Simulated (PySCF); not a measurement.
## MoCl⁺: energy against distance

Set-up: PySCF, scalar-relativistic core potentials, basis sets Mo def2-TZVPPD with ECP28, Cl def2-TZVPPD. Energies in eV from Mo⁺ (4d5) + Cl in their ground configurations at the same level. All curves are PBE0. state 1: ⁵Σ⁺ (quintet), unpaired electrons π ↑↑, δ ↑↑; state 2: ⁵Π (quintet), unpaired electrons σ ↑, π ↑, δ ↑↑, a second solution, started from another occupation; state 3: ⁵Δ (quintet), unpaired electrons σ ↑, π ↑↑, δ ↑, a second solution, started from another occupation; state 4: Ms = 1 determinant of mixed spin (⟨S²⟩ near 3.0), unpaired electrons σ ↑, π ↓, δ ↑↑, a second solution, started from another occupation.

| R (Å) | state 1 | state 2 | state 3 | state 4 |
| --- | --- | --- | --- | --- |
| 1.907 | -1.401 | -1.695 | -0.535 | -0.780 |
| 1.995 | -2.200 | -2.335 | -1.295 | -1.377 |
| 2.084 | -2.635 | -2.648 | -1.702 | -1.652 |
| 2.151 | -2.785 | -2.729 | -1.841 | -1.706 |
| 2.217 | -2.823 | -2.715 | -1.874 | -1.667 |
| 2.284 | -2.776 | -2.632 | -1.828 | -1.558 |
| 2.372 | -2.619 | -2.448 | -1.677 | -1.338 |
| 2.483 | -2.323 | -2.150 | -1.395 | -0.988 |
| 2.616 | -1.899 | -1.762 | -0.982 | -0.524 |
| 2.793 | -1.333 | -1.284 | -0.393 | 0.058 |

Question: Put a parabola through the three lowest points of the state 1 curve and estimate Re, k and ωe (reduced mass 25.77 u; 1 eV/Å² = 0.16022 mdyn/Å; ωe = 1302.8·√(k/μ) cm⁻¹).

Answer: Through R = 2.151, 2.217, 2.284 Å the second-order coefficient is 9.60 eV/Å², so Re ≈ 2.214 Å, k ≈ 3.08 mdyn/Å and ωe ≈ 450 cm⁻¹. A polynomial fit of higher order to the unrounded PBE0 energies gives Re = 2.210 Å, k = 3.15 mdyn/Å, ωe = 456 cm⁻¹; anharmonicity and rounding make the difference.

The higher-order fit for each curve: state 1: Re = 2.210 Å, ωe = 456 cm⁻¹, De = 2.82 eV; state 2: Re = 2.172 Å, ωe = 452 cm⁻¹, minimum 2.73 eV below the ground-state fragments; state 3: Re = 2.208 Å, ωe = 442 cm⁻¹, minimum 1.87 eV below the ground-state fragments; state 4: Re = 2.153 Å, ωe = 470 cm⁻¹, minimum 1.71 eV below the ground-state fragments.

The metal atom is held in its measured ground configuration; semilocal functionals can put another filling of s and d lower by some tenths of an eV, and De to that atom would be smaller. ⟨S²⟩ of the unrestricted solution departs from its pure value on part of the curve, where spin states mix. Spin–orbit coupling is left out, which matters for elements this heavy, above all for dissociation energies. For an ion De counts to the pair picked by the measured ionisation energies or electron affinities, which need not be the lowest pair at this level. The state is the lowest single determinant that the PBE0 search found; with open d or f shells the true ground state can be another one.
